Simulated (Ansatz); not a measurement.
The first iterations of a band of Cl3Ga + H4Si (9 atoms, charge 0, multiplicity 1).

Method: RKS BHLYP/def2-SVP in Ansatz.

* movable images: 5
* climbing image: yes
* spring: 5.0 eV/Å²
* optimiser: quadratic models (default)
* start path: through a guess of the saddle point
* force threshold: 0.2 eV/Å
* iteration limit: 60
* end points: relaxed

Initial state:

```xyz
9
Properties=species:S:1:pos:R:3
Ga -0.064 0.299 0.262
Cl 0.252 1.516 1.983
Cl 1.600 -0.216 -0.980
Cl -2.036 0.056 -0.519
Si 0.171 -2.937 1.083
H -0.209 -3.199 -0.317
H 1.594 -3.229 1.340
H -0.715 -3.643 2.030
H -0.028 -1.471 1.353
```

Final state:

```xyz
9
Properties=species:S:1:pos:R:3
Ga 0.064 -0.881 -0.148
Cl 0.336 0.525 2.388
Cl 1.587 0.150 -1.274
Cl -1.873 0.121 -0.288
Si 0.281 -3.091 0.753
H 0.040 -4.087 -0.317
H 1.645 -3.273 1.298
H -0.717 -3.275 1.830
H -0.798 0.988 1.993
```

| iteration | highest image above the first end (eV) | largest band force component (eV/Å) |
| --- | --- | --- |
| 1 | 8.614 | 42.736 |
| 2 | 2.510 | 7.759 |
| 3 | 1.894 | 5.048 |
| 4 | 1.635 | 1.324 |
| 5 | 1.576 | 1.173 |
| 6 | 1.508 | 1.304 |

Problem. Does the band converge within its limit, and where does its top end?

Solution. The forces met the threshold. It ended after 20 iterations with the highest image 1.772 eV above the first end. The threshold of 0.2 eV/Å is loose, so the images may lie well off the minimum-energy path. Neighbouring images differ by up to 1.2 eV, so the band resolves the path poorly. Another band between the same ends (5 images) ends at a top of the same energy, where a vibrational analysis finds 1 clearly imaginary mode. The orbitals stay closed-shell, which can raise the energy where a bond breaks towards radicals; this wasn't checked here.

The run took 3.4 min on 4 threads of Arm Neoverse V2 (shared host), peak memory 0.4 GiB.
